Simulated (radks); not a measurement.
Problem. The mean radii <r> (bohr) of the occupied orbitals of an atom or ion are listed with their occupations. All-electron calculation, Dirac Kohn-Sham, PBE, spin-unpolarised, spherical densities, point nucleus. Program: a radial shooting solver on a logarithmic mesh with Libxc functionals.

orbital  occ.      <r>
1s1/2       2  0.09687
2s1/2       2   0.4787
2p1/2       2   0.4407
2p3/2       4   0.4430
3s1/2       2    1.637
3p1/2       2    1.891
3p3/2       1    1.898

Name the element and its charge. Open shells, if any, fill j = l - 1/2 first.

Solution. Z = 16, sulfur, charge +1: S+ in [Ne] 3s2 3p3. The 1s radius gives Z: for a bare nucleus <r> = (2 gamma + 1)/(2Z) with gamma = sqrt(1 - (Z/c)^2), 0.09332 bohr for Z = 16, and screening makes it slightly larger (0.09687 here). The occupations add up to 15, and the charge is Z minus that.
